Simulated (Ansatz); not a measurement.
Compare A (`CC[N](C)[Ti]([OH])([OH])[N](C)CC`) with its isomer B (`CC(C)[NH][Ti]([OH])([OH])[NH]C(C)C`).

Program: Ansatz. Geometries: PBE0-D4/def2-TZVP. ΔE: electronic, gas phase. CCSD(T)/CBS is the MP2 limit (def2-TZVPP, def2-QZVPP) plus CCSD(T) − MP2 in def2-TZVPP, frozen cores. DFT in def2-TZVPP. B3LYP here is the variant with VWN-RPA as its local correlation; programs differ in this. For Ti outer-core shells are correlated without core-valence functions, which leaves a few kJ/mol of doubt a bond. Scalar relativity is left out up to krypton. Each species was taken in one conformer, which may not be the lowest.

(1) Which isomer does CCSD(T)/CBS put lower? Give the gap. (An estimate is asked.)

(2) Give E(B) − E(A) in kJ/mol with r2SCAN-D4, PBE0-D4, B3LYP, CCSD/def2-TZVPP, MP2/def2-TZVPP, LDA (SPW92), PBE-D4. (Best estimate.)

Largest T1 diagnostic: 0.021.

Answers

(1) Ansatz gave: B, by 67.6 kJ/mol.

(2) Ansatz gave: r2SCAN-D4 -65.1, PBE0-D4 -64.8, B3LYP -68.1, CCSD/def2-TZVPP -70.8, MP2/def2-TZVPP -65.0, LDA (SPW92) -56.9, PBE-D4 -58.3. None reverses the order clearly.

In def2-TZVPP, CCSD(T) changes the Hartree–Fock value by +18.9 kJ/mol (the triples alone add +5.8 kJ/mol) and MP2 by +18.9 kJ/mol. From BLYP to BHLYP (50 % exact exchange), in def2-TZVPP and without D4, E(B) − E(A) moves by −9.8 kJ/mol.
